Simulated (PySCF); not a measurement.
Molecule: SMILES O=C1CCC(=O)N1, C$_{4}$H$_{5}$NO$_{2}$.

Molfile (atoms numbered from 1):
```
C4H5NO2
     RDKit          3D

 12 12  0  0  0  0  0  0  0  0999 V2000
   -2.0295    1.1906   -1.1024 O   0  0  0  0  0  0  0  0  0  0  0  0
   -1.0450    0.7454   -0.5783 C   0  0  0  0  0  0  0  0  0  0  0  0
   -0.6515   -0.7141   -0.4167 C   0  0  0  0  0  0  0  0  0  0  0  0
    0.6837   -0.6986    0.3216 C   0  0  0  0  0  0  0  0  0  0  0  0
    1.0062    0.7693    0.5498 C   0  0  0  0  0  0  0  0  0  0  0  0
    1.9691    1.2373    1.0938 O   0  0  0  0  0  0  0  0  0  0  0  0
   -0.0375    1.4979    0.0030 N   0  0  0  0  0  0  0  0  0  0  0  0
   -1.4564   -1.2313    0.1261 H   0  0  0  0  0  0  0  0  0  0  0  0
   -0.6038   -1.1723   -1.4157 H   0  0  0  0  0  0  0  0  0  0  0  0
    1.5121   -1.1508   -0.2434 H   0  0  0  0  0  0  0  0  0  0  0  0
    0.6596   -1.2035    1.2986 H   0  0  0  0  0  0  0  0  0  0  0  0
   -0.0621    2.5122    0.0261 H   0  0  0  0  0  0  0  0  0  0  0  0
  1  2  2  0
  2  3  1  0
  3  4  1  0
  4  5  1  0
  5  6  2  0
  5  7  1  0
  7  2  1  0
  3  8  1  0
  3  9  1  0
  4 10  1  0
  4 11  1  0
  7 12  1  0
M  END
```

Geometry PBE0-D3(BJ)/def2-SVP throughout; GIAO in PySCF 2.14.0 with density-fitted response routines, gas phase, one conformer, non-relativistic; equivalent atoms averaged; basis pcSseg-1.

(1) How do the shifts δ (against H2O, TMS, NH3 at the same level) depend on the functional? (ppm; last column core-seconds on shared hosts with different chips, so compare them loosely; the GGAs took longer than the global hybrids here, which isn't the general rule, and the cause wasn't traced)

(2) Which nucleus moves most, in ppm?

## Answers

(1) 
```csv
functional,kind,O1/O6,C2/C5,C3/C4,N7,H12,H8/H9/H10/H11,core-s
BLYP,GGA,472.5,175.1,32.2,210.0,6.00,2.40,15
BP86,GGA,463.9,174.1,31.8,205.5,6.10,2.43,15
KT2,GGA,434.6,165.2,30.5,195.3,6.08,2.40,16
KT3,GGA,431.3,163.0,30.4,191.7,6.12,2.39,20
B3LYP,global hybrid,471.7,177.9,31.2,203.5,6.22,2.41,9.6
PBE0,global hybrid,467.3,177.0,30.5,199.3,6.33,2.43,11
WP04,global hybrid,451.0,178.3,32.5,193.0,6.50,2.42,9.9
B97-2,global hybrid,453.7,173.8,30.3,194.5,6.31,2.42,12
```

(2) O1/O6 (amide-type carbonyl oxygen): from 431.3 ppm with KT3 to 472.5 ppm with BLYP. The smallest spread is 0.04 ppm, at H8/H9/H10/H11. Proton shifts span only some 12 ppm, so a few tenths of a ppm matter as much there as several ppm in carbon.
